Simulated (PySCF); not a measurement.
Excitation energy of Co²⁺ by level of theory

Co²⁺ [Ar] 3d7 (4F) → Co²⁺ [Ar] 3d6 4s1 (6D), as a difference of total energies. All numbers are calculated (PySCF 2.14, no relativity, point nucleus, in def2-TZVPPD). Correlated levels: valence: [Ar] frozen. The calculations carry no spin-orbit coupling.

```json
{"method": "UHF", "excitation energy (eV)": "5.035"}
{"method": "MP2 (valence)", "excitation energy (eV)": "6.322"}
{"method": "SCS-MP2 (valence)", "excitation energy (eV)": "6.634"}
{"method": "CCSD (valence)", "excitation energy (eV)": "6.163"}
{"method": "CCSD(T) (valence)", "excitation energy (eV)": "6.199"}
```

How much does correlation contribute at CCSD(T) (valence)?

6.199 − (5.035) = 1.164 eV, measured against UHF.

A first-order spin-orbit estimate (lowest level to lowest level, LS coupling) adds 0.027 eV.
